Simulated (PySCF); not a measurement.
Isomers of C6H11ClO2.

All values: PBE0/pcSseg-1 (PySCF) at GFN2-xTB geometries, gas phase, one conformer each.

**Question.** Rank by the lowest IAO charge on any atom, lowest value first.
A. `[CH3:1][O:2][CH2:3][C:4]([CH3:5])([CH3:6])[C:7](=[O:8])[Cl:9]` with C1–O2–C3–C4 180°, O2–C3–C4–C5 61°, C3–C4–C7–O8 0°
B. `[CH3:1][C:2](=[O:3])[O:4][C@@H:5]([CH3:6])[C@@H:7]([CH3:8])[Cl:9]` with C1–C2–O4–C5 -178°, C2–O4–C5–C6 125°, O4–C5–C7–C8 57°
C. `[CH3:1][CH2:2][C@@:3]([CH3:4])([O:5][CH3:6])[C:7](=[O:8])[Cl:9]` with C1–C2–C3–C4 63°, C2–C3–O5–C6 -179°, C2–C3–C7–O8 106°

**Answer.** B (-0.475 e), C (-0.435 e), A (-0.418 e).

**Question.** Rank by dipole moment, highest first.
A. `[CH3:1][CH2:2][C@H:3]([CH2:4][O:5][CH3:6])[C:7](=[O:8])[Cl:9]` with C1–C2–C3–C4 -175°, C2–C3–C4–O5 176°, C3–C4–O5–C6 178°, C2–C3–C7–O8 63°
B. `[CH3:1][CH2:2][C@@:3]([CH3:4])([O:5][CH3:6])[C:7](=[O:8])[Cl:9]` with C1–C2–C3–C4 63°, C2–C3–O5–C6 -179°, C2–C3–C7–O8 106°
C. `[CH3:1][O:2][CH2:3][C:4]([CH3:5])([CH3:6])[C:7](=[O:8])[Cl:9]` with C1–O2–C3–C4 180°, O2–C3–C4–C5 61°, C3–C4–C7–O8 0°

**Answer.** A (3.62 D), C (2.74 D), B (2.38 D).

**Question.** Rank by HOMO–LUMO gap, lowest first.
A. `[CH3:1][O:2][C@@H:3]([CH3:4])[C@@H:5]([CH3:6])[C:7](=[O:8])[Cl:9]` with C1–O2–C3–C4 79°, O2–C3–C5–C6 56°, C3–C5–C7–O8 -25°
B. `[CH3:1][C:2](=[O:3])[O:4][C@@H:5]([CH3:6])[C@@H:7]([CH3:8])[Cl:9]` with C1–C2–O4–C5 -178°, C2–O4–C5–C6 125°, O4–C5–C7–C8 57°
C. `[CH3:1][CH2:2][C@H:3]([CH2:4][O:5][CH3:6])[C:7](=[O:8])[Cl:9]` with C1–C2–C3–C4 -175°, C2–C3–C4–O5 176°, C3–C4–O5–C6 178°, C2–C3–C7–O8 63°

**Answer.** A (6.68 eV), C (6.83 eV), B (8.30 eV).

All values together:

```json
{"SMILES": "CO[C@@H](C)[C@@H](C)C(=O)Cl", "μ (D)": "2.82", "HOMO (eV)": "-7.70", "LUMO (eV)": "-1.03", "lowest IAO charge (e)": "-0.441 (C)", "highest IAO charge (e)": "+0.369 (C)", "lowest Hirshfeld charge (e)": "-0.190 (O)", "highest Hirshfeld charge (e)": "+0.195 (C)"}
{"SMILES": "CC[C@@](C)(OC)C(=O)Cl", "μ (D)": "2.38", "HOMO (eV)": "-7.77", "LUMO (eV)": "-1.20", "lowest IAO charge (e)": "-0.435 (C)", "highest IAO charge (e)": "+0.333 (C)", "lowest Hirshfeld charge (e)": "-0.188 (O)", "highest Hirshfeld charge (e)": "+0.180 (C)"}
{"SMILES": "CC[C@H](COC)C(=O)Cl", "μ (D)": "3.62", "HOMO (eV)": "-7.74", "LUMO (eV)": "-0.91", "lowest IAO charge (e)": "-0.420 (C)", "highest IAO charge (e)": "+0.369 (C)", "lowest Hirshfeld charge (e)": "-0.198 (O)", "highest Hirshfeld charge (e)": "+0.189 (C)"}
{"SMILES": "CC(=O)O[C@@H](C)[C@@H](C)Cl", "μ (D)": "2.88", "HOMO (eV)": "-8.17", "LUMO (eV)": "0.13", "lowest IAO charge (e)": "-0.475 (C)", "highest IAO charge (e)": "+0.528 (C)", "lowest Hirshfeld charge (e)": "-0.254 (O)", "highest Hirshfeld charge (e)": "+0.222 (C)"}
{"SMILES": "COCC(C)(C)C(=O)Cl", "μ (D)": "2.74", "HOMO (eV)": "-7.74", "LUMO (eV)": "-0.95", "lowest IAO charge (e)": "-0.418 (C)", "highest IAO charge (e)": "+0.364 (C)", "lowest Hirshfeld charge (e)": "-0.193 (O)", "highest Hirshfeld charge (e)": "+0.193 (C)"}
```

Conformers: `[CH3:1][O:2][C@@H:3]([CH3:4])[C@@H:5]([CH3:6])[C:7](=[O:8])[Cl:9]` with C1–O2–C3–C4 79°, O2–C3–C5–C6 56°, C3–C5–C7–O8 -25°; `[CH3:1][CH2:2][C@@:3]([CH3:4])([O:5][CH3:6])[C:7](=[O:8])[Cl:9]` with C1–C2–C3–C4 63°, C2–C3–O5–C6 -179°, C2–C3–C7–O8 106°; `[CH3:1][CH2:2][C@H:3]([CH2:4][O:5][CH3:6])[C:7](=[O:8])[Cl:9]` with C1–C2–C3–C4 -175°, C2–C3–C4–O5 176°, C3–C4–O5–C6 178°, C2–C3–C7–O8 63°; `[CH3:1][C:2](=[O:3])[O:4][C@@H:5]([CH3:6])[C@@H:7]([CH3:8])[Cl:9]` with C1–C2–O4–C5 -178°, C2–O4–C5–C6 125°, O4–C5–C7–C8 57°; `[CH3:1][O:2][CH2:3][C:4]([CH3:5])([CH3:6])[C:7](=[O:8])[Cl:9]` with C1–O2–C3–C4 180°, O2–C3–C4–C5 61°, C3–C4–C7–O8 0°.
